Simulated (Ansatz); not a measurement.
C$_{5}$H$_{10}$Br$_{2}$ (`CC(Br)C(C)(C)Br`) at its PBE0-D4/def2-TZVP geometry, where that method's forces vanish. The species carries charge 0 and has multiplicity 1.

```xyz
17

C     1.5515    1.3682   -0.1491
C     0.3443    0.6790   -0.7382
Br   -1.1168    2.0121   -0.8148
C    -0.1551   -0.5742   -0.0166
C    -1.3681   -1.1904   -0.6826
C    -0.3597   -0.3921    1.4709
Br    1.3212   -1.9001   -0.2583
H     1.8425    2.2098   -0.7771
H     1.3446    1.7499    0.8509
H     2.3881    0.6689   -0.0941
H     0.5068    0.4323   -1.7865
H    -2.2357   -0.5456   -0.5299
H    -1.2129   -1.3132   -1.7555
H    -1.5791   -2.1677   -0.2483
H    -0.6972   -1.3259    1.9207
H     0.5537   -0.0800    1.9752
H    -1.1282    0.3690    1.6334
```

Q: What forces (eV/Å) does PBE-D4/def2-TZVPP give on these atoms in Ansatz? (Best estimate.)

A: Computed: 
```
C1   0.012  0.020 -0.017
C2   0.137 -0.075  0.031
Br3 -0.293  0.277 -0.030
C4  -0.128  0.084  0.028
C5  -0.019 -0.034 -0.015
C6   0.003 -0.010  0.029
Br7  0.299 -0.266 -0.054
H8   0.072  0.170 -0.114
H9  -0.027  0.079  0.203
H10  0.175 -0.134  0.016
H11  0.034 -0.054 -0.227
H12 -0.180  0.124  0.023
H13  0.018 -0.027 -0.214
H14 -0.056 -0.195  0.079
H15 -0.069 -0.177  0.101
H16  0.173  0.069  0.116
H17 -0.150  0.150  0.045
```
